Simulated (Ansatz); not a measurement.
Geometry optimisation, Ansatz, RKS PBE/def2-SVP.

Input:

```yaml
crystal:
  periodic: [false, false, false]
  atoms:
    - { symbol: Si, position_ang: [0.0, 0.0, 0.0] }
    - { symbol: O, position_ang: [0.0, 0.0, 1.68] }
    - { symbol: Si, position_ang: [-1.3147, -0.4067, 2.6436] }
    - { symbol: H, position_ang: [-2.239, -1.2403, 1.8804] }
    - { symbol: H, position_ang: [-0.8506, -1.1432, 3.8157] }
    - { symbol: H, position_ang: [-1.9987, 0.8095, 3.0733] }
    - { symbol: F, position_ang: [1.4994, 0.0, -0.5295] }
    - { symbol: Cl, position_ang: [-1.0032, 1.7381, -0.7093] }
    - { symbol: Cl, position_ang: [-1.0032, -1.7381, -0.7093] }
basis:
  gaussian: { orbitals: def2-SVP }
hamiltonian:
  xc: pbe
relax:
  f_tol: 0.02
  max_steps: 40
output:
  orbitals: {}
```

Command:

```bash
$ ansatz run input.yaml --threads 4 --pin off --max-ram 5120MiB --backend cpu --events-out ev --progress --plain --runs-dir out
```

Problem. Where does it end, and by what steps?

Solution. It converged. After 6 steps the energy has fallen by 0.286 eV; Cl9 moved furthest, 0.48 Å.

| step | energy less start (eV) | largest force component (eV/Å) | accepted |
| --- | --- | --- | --- |
| 0 | 0.0000 | 1.915 | yes |
| 1 | -0.2064 | 0.940 | yes |
| 2 | -0.2493 | 0.353 | yes |
| 3 | -0.2757 | 0.087 | yes |
| 4 | -0.2807 | 0.138 | yes |
| 5 | -0.2858 | 0.021 | yes |
| 6 | -0.2859 | 0.005 | yes |

```xyz
9
Properties=species:S:1:pos:R:3
Si -0.034 -0.026 -0.103
O -0.272 -0.160 1.506
Si -1.392 -0.411 2.745
H -2.544 -1.224 2.226
H -0.688 -1.145 3.844
H -1.882 0.919 3.238
F 1.556 0.104 -0.367
Cl -0.942 1.653 -0.852
Cl -0.713 -1.691 -1.091
```

Whether the end is a true minimum wasn't checked by a vibrational analysis.

Time of the run: 12 s on 4 threads of Arm Neoverse V1, with other jobs on the host, peak memory 0.17 GiB.
